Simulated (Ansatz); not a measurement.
C$_{2}$Cl$_{3}$ (SMILES Cl[C]=C(Cl)Cl), doublet, geometry from GFN2-xTB; B3LYP/STO-3G (Ansatz, a first-principles code).

Here is a job for Ansatz.
Ansatz 0.2 input:
```yaml
crystal:
  periodic: [false, false, false]
  atoms:
    - {symbol: Cl, position_ang: [2.35678761, -0.31883422, 0.01950333]}
    - {symbol: C, position_ang: [0.77529472, -0.67694562, 0.18027512]}
    - {symbol: C, position_ang: [-0.39193325, -0.13280407, 0.05323237]}
    - {symbol: Cl, position_ang: [-0.62979944, 1.56052421, -0.45358792]}
    - {symbol: Cl, position_ang: [-1.86229222, -0.95589598, 0.35167018]}
basis:
  gaussian:
    orbitals: STO-3G
hamiltonian:
  xc: b3lyp
magnetization: {spin_polarized: true, initial_magnetization: 1}
```

### Question
What does Ansatz print? Leave out banner, timings and long lists.

### Answer

```
Functional definition: B3LYP
433 factors; integrals over basis functions are off by at most 2.9e-5 eV
mean field evaluation 1: about -39200.6739 eV, gradient 1.6e1 eV
mean field evaluation 2: about -39199.2031 eV, gradient 2.3e1 eV
mean field evaluation 4: about -39202.5609 eV, gradient 1.5e0 eV
mean field evaluation 8: about -39202.5709 eV, gradient 1.4e-1 eV
mean field evaluation 16: about -39202.5720 eV, gradient 5.6e-5 eV
mean field -39202.57204803 eV, -1440.6679503076 hartree, gradient 5.6e-5 eV, S^2 0.762612; 0 other end points of the search recorded, 0 dependent functions left out
reference -39202.57221650 eV, -1440.6679564987 hartree; 32, 31 occupied and 5, 6 virtual orbitals, 433 factors
Total energy: -39202.57221650 eV, -1440.6679564987 hartree
```
